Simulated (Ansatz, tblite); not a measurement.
Isomers of PbSe2 (singlet), found by a short tight-binding search and relaxed with r2SCAN-D4/def2-TZVP in Ansatz.

In the def2 sets Pb takes a core potential; there is no spin–orbit coupling. The xTB rows come from tblite. Correlated methods freeze 22 core orbitals; core or outer-core shells of Pb, Se are correlated, in sets that lack core-valence functions.

Other spin states were run for one of them alone.

A:

```tsv
atom	x (Å)	y (Å)	z (Å)
Pb1	0.003	-0.001	-0.002
Se2	0.638	-1.201	1.953
Se3	-0.640	1.202	-1.951
```

B:

```csv
atom,x (Å),y (Å),z (Å)
Pb1,0.314,-0.954,-1.176
Se2,0.771,0.003,1.221
Se3,-1.085,0.951,-0.045
```

**Question.** Estimate their order by electronic energy at CCSD(T)/def2-TZVPP, counted from the lowest.

**Answer.** B (0.00) < A (0.94), in eV.

**Question.** Do the other levels pick the same lowest one?

**Answer.** All that were run do. Energies above each level's lowest (eV):

| level | A | B |
| --- | --- | --- |
| GFN1-xTB | 1.19 | 0.00 |
| GFN2-xTB | 0.99 | 0.00 |
| HF/def2-TZVPP | 0.90 | 0.00 |
| PBE-D4/def2-TZVP | 0.97 | 0.00 |
| r2SCAN-D4/def2-TZVP | 0.92 | 0.00 |
| r2SCANh-D4/def2-TZVP | 0.94 | 0.00 |
| PBE0-D4/def2-TZVP | 1.01 | 0.00 |
| ωB97M-V/def2-TZVP | 1.03 | 0.00 |
| MP2/def2-TZVPP | 1.03 | 0.00 |
| CCSD/def2-TZVPP | 1.00 | 0.00 |
| CCSD(T)/def2-TZVPP | 0.94 | 0.00 |
Point groups (tolerance 0.1 Å): A D∞h, B C2v. Lower isomers may exist.
